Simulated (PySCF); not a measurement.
PySCF input:

```python
from pyscf import gto, scf, dft

mol = gto.M(
    atom='''
    Si   -0.11279078   -0.04753227    0.67989811
    O     0.43321028   -1.25423642   -0.49036843
    H     1.18036507   -0.89573951   -0.98392959
    O    -0.28070294    1.31850603   -0.42893945
    H    -0.82135288    1.04703434   -1.18018088
    ''',
    basis='def2-tzvpd',
    charge=-1,
    spin=1,
    verbose=4,
)

mf = dft.UKS(mol, xc='m062x').density_fit(auxbasis='def2-universal-jkfit')
mf.grids.level = 4
mf.conv_tol = 1e-9
mf.max_cycle = 100
mf.max_memory = 1500
mf.kernel()
if not mf.converged:
    mf = mf.newton()
    mf.kernel(mf.make_rdm1())
for _ in range(2):
    mo, _, stable, _ = mf.stability(return_status=True)
    if stable:
        break
    mf.kernel(mf.make_rdm1(mo, mf.mo_occ))
mf.analyze()
```

Problem. Which total energy does the run end on?

Solution. -441.19870 Eh (M06-2X/def2-TZVPD).
